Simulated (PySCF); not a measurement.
C7H9FSi.
Atom-mapped SMILES: `[CH3:1][C:2]#[C:3][C:4]1=[C:5]([F:6])[CH2:7][CH2:8][SiH2:9]1`

Geometry (GFN2-xTB, Å), atoms numbered from 1 in this order:
```
atom  x, y, z in Å
C1     4.017   -0.194   -0.316
C2     2.574   -0.136   -0.320
C3     1.371   -0.082   -0.329
C4    -0.030   -0.021   -0.323
C5    -0.776    0.347   -1.371
F6    -0.253    0.703   -2.567
C7    -2.267    0.361   -1.297
C8    -2.697    0.180    0.165
Si9   -1.165   -0.449    1.119
H10    4.395   -0.195   -1.339
H11    4.422    0.673    0.208
H12    4.356   -1.099    0.189
H13   -2.654   -0.451   -1.921
H14   -2.645    1.293   -1.725
H15   -3.020    1.138    0.571
H16   -3.554   -0.487    0.234
H17   -1.197   -1.887    1.406
H18   -0.885    0.312    2.338
```

NICS is the negative of the GIAO shielding at a point without a nucleus: at the ring centre (0) and 1 Å above and below it (1); zz is the component along the ring normal. Level: GIAO PBE0/pcSseg-1 (PySCF, non-relativistic, gas phase) on the GFN2-xTB geometry, one conformer.

Ring bond lengths (Å), with Mayer bond orders in brackets: C4–C5 1.338 (1.71), C5–C7 1.493 (1.07), C7–C8 1.534 (1.01), C8–Si9 1.912 (0.89), Si9–C4 1.884 (0.82).

**Question.** Give the NICS values of each ring in ppm.

**Answer.** 
```tsv
ring	type	NICS(0)	NICS(1), two faces	NICS(1)zz, two faces	rms pucker (Å)	centre to ring atoms, mean (Å)
C4–C5–C7–C8–Si9	5-membered ring with Si; formal bonds 1 double, 4 single	-5.2	-3.6 / -3.2	-1.2 / -0.9	0.07	1.38
```

**Question.** What can be read from them?

**Answer.** 
- C4–C5–C7–C8–Si9: mean NICS(1)zz -1.0 ppm, near zero. C7, C8, Si9 have four or more neighbours, so the value isn't read as a sign of a π ring current.

**Question.** What is the mean of the two in-plane components of NICS at the first NICS(1) probe listed for ring C4–C5–C7–C8–Si9, 1 Å off the ring?

**Answer.** The isotropic value is a third of the trace: (3 × -3.6 − (-1.2))/2 = -4.8 ppm.

**Question.** What are the shieldings of the ring atoms and their hydrogens in the same run (means over atoms taken as equivalent)?

**Answer.** 
```
   atoms                      environment  σ isotropic (ppm)
      C4  fully substituted alkene carbon               90.4
      C5               vinylic C–F carbon               -0.8
      C7                   allylic carbon              152.8
      C8      sp3 carbon bound to silicon              184.1
     Si9                     SiH2 silicon              374.8
H13 (×2)               methylene hydrogen              29.00
H15 (×2)               methylene hydrogen              30.69
H17 (×2)                    Si–H hydrogen              26.96
```
